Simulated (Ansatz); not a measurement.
CH7NSSi2 can be A, `C[Si@@H]1S[Si@@H]1N`, or B, `C1N[SiH2]S[SiH2]1`.

Calculated with Ansatz (gas phase, PBE0-D4/def2-TZVP geometries, no zero-point term in ΔE). CCSD(T)/CBS is the MP2 limit (def2-TZVPP, def2-QZVPP) plus CCSD(T) − MP2 in def2-TZVPP, frozen cores. DFT in def2-TZVPP. B3LYP here is the variant with VWN-RPA as its local correlation; programs differ in this. One conformer a species, not always the lowest.

A:

Z-matrix (Å, degrees):
```
C
Si 1 1.867
H 1 1.091 2 111.0
H 1 1.093 2 110.3 3 120.6
H 1 1.093 2 110.2 3 -120.0
S 2 2.160 1 116.0 3 48.0
Si 2 2.242 1 124.2 3 -20.7
H 2 1.486 1 110.8 3 179.8
N 7 1.708 2 124.5 1 -6.8
H 7 1.480 2 124.4 1 -160.3
H 9 1.008 7 119.5 2 166.4
H 9 1.007 7 120.8 2 20.8
```

B:

```xyz
12

C    -0.7122   -0.9233   -0.2790
N    -0.3508    0.2479   -1.0607
Si    0.2350    1.6743   -0.3024
S     1.0954    0.9677    1.5253
Si    0.5950   -1.0633    1.0764
H    -0.6664   -1.8256   -0.8987
H    -1.7215   -0.8750    0.1530
H    -0.7722    0.2992   -1.9753
H     1.2260    2.3466   -1.1815
H    -0.8000    2.6853    0.0551
H     1.7834   -1.8067    0.5832
H     0.0883   -1.7272    2.3046
```

Q: Which isomer does CCSD(T)/CBS put lower? Give the gap. (Best estimate.)

A: The calculation gave: A, by 2.0 kcal/mol.

Q: Give E(B) − E(A) in kcal/mol with PBE0-D4, ωB97M-V, B2PLYP, B3LYP, HF/def2-TZVPP, CCSD(T)/def2-TZVPP, B3LYP-D4. (Best estimate.)

A: Ansatz gave: PBE0-D4 3.7, ωB97M-V 0.9, B2PLYP 2.3, B3LYP 3.2, HF/def2-TZVPP -3.2, CCSD(T)/def2-TZVPP 1.4, B3LYP-D4 1.5. The order is the other way round with HF/def2-TZVPP.

Largest T1 diagnostic: 0.012.

The D4 term adds −1.7 kcal/mol with B3LYP and −0.8 kcal/mol with PBE0; it sums over pairs of atoms, weighted by their polarisabilities, and B3LYP, whose exchange is more repulsive, gets the larger term. In def2-TZVPP, CCSD(T) changes the Hartree–Fock value by +4.6 kcal/mol (the triples alone add +1.0 kcal/mol) and MP2 by +4.7 kcal/mol.
